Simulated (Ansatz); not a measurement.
Isolated molecules relaxed with PBE0-D4/def2-TZVP in Ansatz; ΔE leaves out vibrations. CBS: MP2 limit from def2 TZ/QZ plus the TZ coupled-cluster correction, frozen cores. This one scheme is used for every species. Functionals use def2-TZVPP. One conformer a species, not always the lowest.

`OCN[SiH3]` + H₂ → `CN[SiH3]` + H₂O  (hydrogenolysis of a C–O bond)

`OCN[SiH3]`:

```xyz
11

O    -2.077   -0.924   -0.211
C    -0.999   -0.167   -0.700
N     0.248   -0.526   -0.093
Si    1.375    0.596    0.561
H    -2.051   -0.868    0.749
H    -1.005   -0.339   -1.781
H    -1.159    0.908   -0.530
H     0.555   -1.459   -0.324
H     0.620    1.580    1.381
H     2.159    1.369   -0.446
H     2.336   -0.169    1.396
```

H₂:

Z-matrix (Å, degrees):
```
H
H 1 0.746
```

`CN[SiH3]`:

Z-matrix (Å, degrees):
```
C
N 1 1.447
H 1 1.093 2 109.5
H 1 1.094 2 110.9 3 -117.8
H 1 1.098 2 113.8 3 120.2
Si 2 1.716 1 123.0 3 -36.9
H 2 1.007 1 113.6 3 170.5
H 6 1.486 2 107.4 1 175.3
H 6 1.488 2 108.6 1 55.3
H 6 1.496 2 115.3 1 -64.3
```

H₂O:

Cartesian coordinates in Å:
```
O -0.341 0.095 0.161
H 0.211 0.643 -0.400
H 0.130 -0.737 0.239
```

| level | ΔE (kJ/mol) | difference from CCSD(T)/CBS |
| --- | --- | --- |
| BLYP-D4 | -67.2 | 11.8 |
| B97M-V | -74.8 | 4.2 |
| r2SCANh-D4 | -71.1 | 7.9 |
| r2SCAN0-D4 | -73.9 | 5.1 |
| CAM-B3LYP-D4 | -72.2 | 6.8 |
| ωB97X-V | -70.6 | 8.4 |
| ωB97M-V | -72.8 | 6.2 |
| B2PLYP | -76.0 | 3.0 |
| PBE | -70.9 | 8.1 |
| revPBE | -74.1 | 4.9 |
| BLYP | -72.8 | 6.2 |
| HF/def2-SVP | -75.0 | 4.0 |
| MP2/def2-SVP | -65.6 | 13.4 |
| MP2/def2-TZVPP | -76.6 | 2.4 |
| HF/def2-QZVPP | -84.7 | -5.7 |
| HF/CBS(def2) | -84.9 | -5.9 |
| CCSD(T)/CBS | -79.0 | 0 |

Largest T1 diagnostic among the species: 0.011.

From PBE to PBE0 (25 % exact exchange), in def2-TZVPP and without D4, ΔE moves by −5.3 kJ/mol. At CCSD(T), def2-SVP lies +14.4 kJ/mol from the extrapolated value and def2-TZVPP +3.8 kJ/mol. In def2-TZVPP, CCSD(T) changes the Hartree–Fock value by +8.7 kJ/mol (the triples alone add +3.7 kJ/mol) and MP2 by +7.3 kJ/mol.
